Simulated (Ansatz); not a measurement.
Species: C₂H₇Si (charge 0, doublet). It need not be the lowest isomer of its formula. 
Structure (B3LYP-D3(BJ)/def2-TZVP (Ansatz, a quantum-chemistry and plane-wave program) minimum search):
```
C
H 1 1.0940
H 1 1.0940 2 107.69
C 1 1.4754 2 112.03 3 123.64
H 4 1.0808 1 120.72 2 -155.69
H 4 1.0808 5 117.79 1 170.08
Si 1 1.9041 2 107.11 3 -114.92
H 7 1.4816 1 109.67 2 -62.55
H 7 1.4816 8 108.94 1 120.04
H 7 1.4863 8 108.84 9 118.55
```
Charge 0, spin multiplicity 2.

Basis-set convergence of Hartree-Fock and CCSD(T) correlation energies (hartree) with Ansatz. Correlated levels leave the core frozen unless marked. UHF or UKS for open shells. No spin-orbit coupling. Non-relativistic.

```tsv
basis	functions	E(HF)	E(corr, CCSD(T))
aug-cc-pV(D+d)Z	141	-368.70725	-0.45399
aug-cc-pV(T+d)Z	308	-368.74037	-0.52986
aug-cc-pV(Q+d)Z	571	-368.74838	-0.55074
```

Extrapolating the two largest sets (X = 3 and 4) as X^-3: E(corr) = (64·(-0.55074) - 27·(-0.52986))/37 = -0.5660 Eh, an estimate of the basis-set limit. The largest set recovers 97.3 % of it, the smallest 80.2 %.
